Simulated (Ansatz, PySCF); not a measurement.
Gas-phase reaction (SMILES): C=C=O + C (CH4) -> C=C (C2H4) + C=O (CH2O) [formaldehyde]; bond separation energy.

Geometries: B3LYP-D3(BJ)/def2-TZVP minima from Ansatz (a quantum-chemistry and plane-wave program). Cores are frozen in the correlated levels unless marked. Spin-orbit coupling is left out. Non-relativistic. CBS(X,Y): correlation extrapolated as X^-3; Hartree-Fock from the larger set. Thermal terms are rigid-rotor harmonic-oscillator values from B3LYP-D3(BJ) frequencies (PySCF) at 298.15 K and 1 atm. 1 Eh = 627.5095 kcal/mol.

```json
[
 {"species": "C=C=O", "E, CCSD(T)/CBS(cc-pVTZ,cc-pVQZ) (Ansatz) (Eh)": "-152.42862", "E, PBE0-D4/def2-TZVPD (Ansatz + dftd4) (Eh)": "-152.49028", "H - E (Eh)": "0.03601", "G - E (Eh)": "0.00861"},
 {"species": "C (CH4)", "E, CCSD(T)/CBS(cc-pVTZ,cc-pVQZ) (Ansatz) (Eh)": "-40.45816", "E, PBE0-D4/def2-TZVPD (Ansatz + dftd4) (Eh)": "-40.47492", "H - E (Eh)": "0.04840", "G - E (Eh)": "0.02728"},
 {"species": "C=C (C2H4)", "E, CCSD(T)/CBS(cc-pVTZ,cc-pVQZ) (Ansatz) (Eh)": "-78.47456", "E, PBE0-D4/def2-TZVPD (Ansatz + dftd4) (Eh)": "-78.51403", "H - E (Eh)": "0.05494", "G - E (Eh)": "0.03009"},
 {"species": "C=O (CH2O)", "E, CCSD(T)/CBS(cc-pVTZ,cc-pVQZ) (Ansatz) (Eh)": "-114.38801", "E, PBE0-D4/def2-TZVPD (Ansatz + dftd4) (Eh)": "-114.42023", "H - E (Eh)": "0.03033", "G - E (Eh)": "0.00552"}
]
```

Problem. Work out ΔE and ΔH, ΔG, ΔS and the equilibrium constant at 298.15 K at the first level, then ΔH at the second.

Solution. 
1. ΔE = [(-78.47456) + (-114.38801)] - [(-152.42862) + (-40.45816)] = 0.02421 Eh = 15.2 kcal/mol at CCSD(T)/CBS(cc-pVTZ,cc-pVQZ).
2. The terms H - E add up to 0.00086 Eh, so ΔH = (0.02421 + (0.00086))×627.5095 = 15.7 kcal/mol.
3. The terms G - E add up to -0.00028 Eh, so ΔG = 15.0 kcal/mol, and ΔS = (0.00086 - (-0.00028))×627509.5/298.15 = 2.4 cal/(mol K).
4. log10 K = -ΔG/(RT ln 10) = -11.0, with RT ln 10 = 1.3642 kcal/mol.
5. At PBE0-D4/def2-TZVPD the same steps give ΔE = 19.4 and ΔH = 20.0 kcal/mol, a shift of +4.3 from the first level.
6. Tabulated enthalpies of formation (C=C=O -11.6 kcal/mol, ATcT 1.112; C (CH4) -17.8 kcal/mol, ATcT 1.112; C=C (C2H4) 12.6 kcal/mol, ATcT 1.112; C=O (CH2O) -26.1 kcal/mol, ATcT 1.112) give ΔH = 15.9, so the errors are -0.2 and +4.1 kcal/mol; the tables hold anharmonic motion, scalar relativity, which both levels lack, and core correlation, which the frozen-core level lacks.
